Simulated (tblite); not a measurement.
C6H4NOSi (doublet state).
Numbering: `[CH:1]#[C:2][SiH2:3][C:4](=[O:5])[C:6]#[C:7][CH:8]=[N:9]` (hydrogens: H10 on C1; H11, H12 on Si3; H13 on C8)

The geometry is computed with GFN2-xTB (gas phase). This method treats the open shell by occupation alone, without spin polarisation.

Q: Give the optimised bond lengths and angles.

A: 
```
            bond  length (Å)   order
           C1≡C2       1.203  triple
          C2–Si3       1.846  single
          Si3–C4       1.953  single
           C4=O5       1.208  double
           C4–C6       1.416  single
           C6≡C7       1.212  triple
           C7–C8       1.420  single
           C8=N9       1.228  double
          C1–H10       1.053  single
Si3–H11, Si3–H12       1.461  single
          C8–H13       1.103  single
```

Bonds in one row agree within 0.01 Å and their mean is given. Orders are formal, as drawn. A selection of angles:
```
      angle  degrees
  C2–C1–H10    179.7
  C1–C2–Si3    179.1
  C2–Si3–C4    104.5
 C2–Si3–H11    110.3
 C2–Si3–H12    112.1
 C4–Si3–H11    107.3
 C4–Si3–H12    106.4
H11–Si3–H12    115.5
  Si3–C4–O5    121.2
  Si3–C4–C6    112.8
   O5–C4–C6    126.1
   C4–C6–C7    173.6
   C6–C7–C8    176.9
   C7–C8–N9    126.9
  C7–C8–H13    111.3
  N9–C8–H13    121.8
```

Torsions: C2–Si3–C4–O5 127° (anticlinal). The mirror-image conformer, all signs reversed, is as good.

The C–Si distances run from 1.846 Å (C2–Si3, drawn single) to 1.953 Å (Si3–C4, drawn single), a spread of 0.107 Å. The C–C distances run from 1.203 Å (C1≡C2, drawn triple) to 1.420 Å (C7–C8, drawn single), a spread of 0.217 Å. Si3 (silicon bonded to 2 C and 2 H) is distorted tetrahedral (angles from 104.5° to 115.5°). C4 (carbon bonded to C, O and Si) is planar (angles 126.1°, 121.2° and 112.8°, sum 360.0°, 0.01 Å off the plane of its three neighbours). C8 (carbon bonded to C, N and H) is planar (angles 126.9°, 121.8° and 111.3°, sum 360.0°, 0.00 Å off the plane of its three neighbours).

Point group: C1 (no symmetry element, even within 0.4 Å). Its lowest GFN2-xTB frequency is 10 cm⁻¹, too small to tell a flat minimum from a shallow saddle. 3 starts were optimised and ended at 0.00, 0.10 and 0.87 kcal/mol (GFN2-xTB); the lowest of these is shown.
